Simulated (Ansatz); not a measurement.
Relaxation of a periodic cell of 17 atoms, AlSi16 (host Si, host structure diamond, interstitial Al), to a largest force component of 0.08 eV/Å in at most 25 steps.

Method: DFT LDA, scalar-relativistic, plane waves, PAW in Ansatz. Settings: PAW set soft_1, cutoff 420 eV, k mesh 2x2x2, fermi-dirac smearing 0.05 eV, spin collinear.

```xyz
17
Lattice="0.0000 5.4300 5.4300 5.4300 0.0000 5.4300 5.4300 5.4300 0.0000" Properties=species:S:1:pos:R:3:forces:R:3
Si 0.000 0.000 0.000 -0.02 0.34 0.03
Si 1.357 1.357 1.357 0.18 -0.17 0.17
Si 2.715 2.715 0.000 -0.27 0.01 0.01
Si 4.072 4.072 1.357 -0.76 0.72 0.73
Si 2.715 0.000 2.715 0.00 0.00 0.00
Si 4.072 1.357 4.072 -0.18 -0.18 -0.18
Si 5.430 2.715 2.715 -0.01 0.02 0.32
Si 6.787 4.072 4.072 0.17 0.17 -0.17
Si 0.000 2.715 2.715 -0.01 -0.02 -0.38
Si 1.357 4.072 4.072 0.97 1.03 -1.00
Si 2.715 5.430 2.715 0.02 0.00 -0.01
Si 4.072 6.787 4.072 -0.86 -0.80 -0.79
Si 2.715 2.715 5.430 0.44 -0.01 0.00
Si 4.072 4.072 6.787 -0.18 0.18 0.18
Si 5.430 5.430 5.430 0.00 -0.36 -0.02
Si 6.787 6.787 6.787 0.90 -0.95 0.98
Al 5.471 8.141 5.416 -0.40 0.03 0.14
```

**Question.** Where does it end, and by what steps?

**Answer.** The forces met the threshold. The threshold is loose, so the end isn't yet a minimum. The force dipped under the threshold on the way, but the program's further checks kept it going. Limits of this set-up: coarse k mesh, PAW files made for another functional. After 3 steps the energy has fallen by 0.284 eV; Si10 moved furthest, 0.09 Å.

| step | energy less start (eV) | largest force component (eV/Å) | accepted |
| --- | --- | --- | --- |
| 0 | 0.0000 | 1.029 | yes |
| 1 | -0.2493 | 0.387 | yes |
| 2 | -0.2845 | 0.040 | yes |
| 3 | -0.2845 | 0.040 | yes |

```xyz
17
Lattice="0.0000 5.4300 5.4300 5.4300 0.0000 5.4300 5.4300 5.4300 0.0000" Properties=species:S:1:pos:R:3
Si 0.000 0.015 0.000
Si 1.372 1.344 1.371
Si 2.702 2.715 0.000
Si 4.030 4.114 1.399
Si 2.713 0.000 2.716
Si 4.059 1.343 4.058
Si 5.430 2.715 2.730
Si 6.801 4.085 4.059
Si 0.000 2.715 2.699
Si 1.408 4.125 4.021
Si 2.725 5.429 2.711
Si 4.026 6.743 4.028
Si 2.732 2.715 5.430
Si 4.058 4.088 6.803
Si 5.430 5.415 5.430
Si 6.836 6.737 6.839
Al 5.448 8.143 5.424
```

Whether the end is a true minimum wasn't checked by a vibrational analysis.

The run took 13 s on 1 thread of AMD EPYC 9R45 96-Core Processor (Zen 5), with other jobs on the host, peak memory 0.66 GiB.
